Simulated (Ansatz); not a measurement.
## Reading a saddle point

A first-order saddle point of GaH$_{5}$O$_{2}$, closed shell, PBE0-D4/def2-TZVP, with one imaginary mode of 1144i cm⁻¹:

Ga1  (-0.630, 0.024, -0.980)
H2  (-0.070, -1.593, -0.351)
H3  (-0.065, 0.196, -2.417)
H4  (-2.006, 0.342, -0.343)
H5  (0.492, -0.933, 0.133)
O6  (0.872, 0.304, 0.325)
O7  (0.303, 0.751, 1.560)
H8  (1.103, 0.911, 2.074)
(Å)

Computed with Ansatz 0.2.0 (basis: def2-TZVPP and def2-QZVPP); correlated methods freeze the cores. Filled d shells of the heavier atoms are correlated. The def2 sets are not built for correlating such inner shells, so the correlated values are less sure here. Extrapolation: Hartree–Fock as exp(−7.88 √X), correlation as X^−2.97.

Question: Which contacts change along the imaginary mode, and what lies on either side? (A judgement: the text doesn't fix the answer.)

Answer: By the calculation: The step is H₂O₂ ([OH][OH]) + GaH₃ → GaH₃O₂ ([OH][O][GaH2]) + H₂, with the molecules in contact on both sides. Shortening one way: Ga1–O6, H2–H5; lengthening the same way: Ga1–H2, H5–O6.
| pair | one side (Å) | saddle (Å) | other side (Å) |
| --- | --- | --- | --- |
| Ga1–O6 | 2.21 | 2.01 | 1.81 |
| H2–H5 | 2.82 | 0.99 | 0.75 |
| Ga1–H2 | 1.58 | 1.82 | 2.68 |
| H5–O6 | 0.97 | 1.31 | 2.82 |

Question: Which side is lower, and how far does the saddle lie above each? (Judge from chemistry; the value comes from the calculation.)

Answer: Computed: The side with Ga1–O6, H2–H5 short is lower by 7.9 kJ/mol; the saddle lies 97.7 kJ/mol above it and 89.8 kJ/mol above the other (CCSD(T) at an estimated basis limit (MP2 extrapolated from triple and quadruple zeta, plus CCSD(T) − MP2 in triple zeta); electronic energies).

No T1 diagnostic of these runs exceeds 0.016.

Labels in which every atom is bracketed show which atoms are joined, not bond orders.

For scale, one of the runs: CCSD(T)/def2-TZVPP, 180 basis functions, launched by `ansatz run in.yaml --threads 4 --pin off --events-out ev --progress --plain --max-ram 9574MiB`. Time: 53 s of wall clock on 4 CPU threads of an Arm Neoverse V2; the host was shared. Peak host memory: 1.8 GiB.
